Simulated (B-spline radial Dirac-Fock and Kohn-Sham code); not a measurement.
**Dipole and non-dipole photoemission parameters of Cr²⁺ 2p1/2**

System: the Cr²⁺ ion, [Ar] 3d4; threshold 613.4 eV (orbital energy of the model). Calculated with a radial finite-basis atomic code, using Dirac-Hartree-Slater photoionisation with a Latter tail; cross sections with all multipoles, angular parameters from the dipole term and its interference with E2.

For linearly polarised light dσ/dΩ = σ/(4π) [1 + β P₂(cos θ) + (δ + γ cos²θ) sin θ cos φ], with θ from the polarisation vector and φ the angle between the beam and the projection of the electron momentum on the plane normal to the polarisation.

```
hν (eV)  σ (kb)      β      γ      δ
   1470    56.0  1.442  0.361  0.029
   1760    33.5  1.405  0.477  0.035
   2000    23.1  1.370  0.557  0.041
   2080    20.6  1.358  0.581  0.042
   2640    10.0  1.275  0.727  0.056
   2810    8.29  1.251  0.764  0.060
   4460    1.93  1.048  1.014  0.102
   5600       ?      ?      ?      ?
 8047.8   0.269  0.770  1.285  0.189
   9250   0.167  0.707  1.343  0.215
 9251.7   0.166  0.707  1.343  0.215
  11700  0.0732  0.606  1.436  0.266
  12300  0.0613  0.586  1.455  0.278
```

Question: Give the values at 5600 eV.

Answer: σ = 0.913 kb, β = 0.941, γ = 1.124, δ = 0.131.
